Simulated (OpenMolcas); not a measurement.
## Levels of Nd by method

```
Program             : OpenMolcas 26.06
Basis               : ANO-RCC-VTZP [8s7p5d3f2g1h]
Scalar Hamiltonian  : DKH2, point nucleus
Active space        : 4 electrons in 12 orbitals (RAS2 4f; RAS3 5d, at most 1 electron)
State averaging     : 2S+1 = 5 even, 35 roots (21 in the spin-orbit step); 2S+1 = 3 even, 99 roots kept (CI in the orbitals of an earlier block, 15 in the spin-orbit step); 2S+1 = 1 even, 22 roots kept (CI in the orbitals of an earlier block, 0 in the spin-orbit step); 2S+1 = 5 odd, 175 roots (105 in the spin-orbit step); 2S+1 = 3 odd, 101 roots kept (CI in the orbitals of an earlier block); 2S+1 = 1 odd, 107 roots kept (CI in the orbitals of an earlier block, 55 in the spin-orbit step)
Spin-orbit coupling : state interaction with AMFI integrals over the reference wave functions, term energies averaged over their components
```

Methods on the same reference wave functions:
A. RASSCF
B. SS-RASPT2, IPEA 0.25 Eh, imaginary shift 0.1 Eh (closed shells correlated: 5s 5p 6s)

Energies in cm-1 above 4f4 6s2 5I4, the measured ground level; measured values from NIST Handbook of Basic Atomic Spectroscopic Data.

| Level | A | B | Measured |
| --- | --- | --- | --- |
| 4f3 5d 6s2 5L* 6 | -3222 | 8110 | 6764 |
| 4f3 5d 6s2 5K* 5 | -3019 | 7920 | 6854 |
| 4f3 5d 6s2 5L* 7 | -1449 | 9950 | 8402 |
| 4f3 5d 6s2 5K* 6 | -1397 | 9620 | 8412 |
| 4f4 6s2 5I4 | 0.0 | 0.0 | 0.0 |
| 4f3 5d 6s2 5K* 7 | 336 | 11380 | 10018 |
| 4f3 5d 6s2 5L* 8 | 483 | 11930 | 10161 |
| 4f4 6s2 5I5 | 1056 | 1056 | 1128 |
| 4f3 5d 6s2 5I* 4 | 1990 | 10240 | 9084 |
| 4f3 5d 6s2 5K* 8 | 2176 | 13200 | 11705 |
| 4f4 6s2 5I6 | 2281 | 2280 | 2367 |
| 4f3 5d 6s2 5H* 3(1) [70 %] | 2927 | 11330 | 9927 |
| 4f3 5d 6s2 5I* 5 | 3338 | 11290 | 10005 |
| 4f3 5d 6s2 5H* 4(1) [61 %] | 3571 | 12270 | 10673 |
| 4f4 6s2 5I7 | 3655 | 3640 | 3682 |
| 4f3 5d 6s2 5G* 2(1) | 4787 | 12750 |  |
| 4f3 5d 6s2 5G* 3(1) [63 %] | 4922 | 12860 |  |
| 4f4 6s2 5I8 | 5154 | 5130 | 5049 |

A puts 4f3 5d 6s2 5L* 6 lowest.

Deviations, from unrounded energies. A percentage is the sum of absolute deviations over the sum of measured energies, with the sign that they share, or ± where signs differ.

```tsv
Against measurement	Levels	A	B
mean absolute deviation (cm-1)	15	6400	1000
fine structure of the ground term (%)	4	±2.4	±2.3
other configurations (%)	11	-94.4	+14.9
```

B lies closest to measurement on these levels. The largest miss of B in the table is 4f3 5d 6s2 5L* 8, by +1800 cm-1. The ranking rests on the paired levels alone, and a cruder setting can come out closer through cancelling errors.

The lowest spin-free term lies below A's lowest term by 0.421 hartree in B.

CASPT2 breaks the degeneracy within a term, and the mean is taken; among the terms shown or strongly mixed into the levels shown the widest spread is 220 cm-1 (4f4 6s2 5I, B). High states are left out of the spin-orbit mixing, which shifts the levels that they would mix with. Without dynamic correlation excited terms often stand tens of per cent too high (terms of higher spin than the ground term too low), and those without a measured partner can miss by more than the paired ones (holds for A). The lowest computed level is not the ground level that NIST lists (5I4) (holds for A). Each CASPT2 term energy is a mean over a sample of three components (holds for B). The CASPT2 spread within a term exceeds the gap to the next term for 4f3 5d 6s2 5H*(1) and 4f3 5d 6s2 3I*(1), so the order of their levels is uncertain (holds for B). Computed and measured levels are paired by configuration, term and J; levels that our copy of the source lacks, or whose pairing is in doubt (as where it misses far off the trend of its configuration), stay unpaired and out of the deviations. Only configurations of the active space appear. Levels that lie high or do not pair safely by name in every column are left out.

A share in square brackets marks a mixed level and gives the weight of the term that names it, the lowest over the columns. A number in round brackets counts repeated terms of one configuration in the order of the reference energies. * marks odd parity.
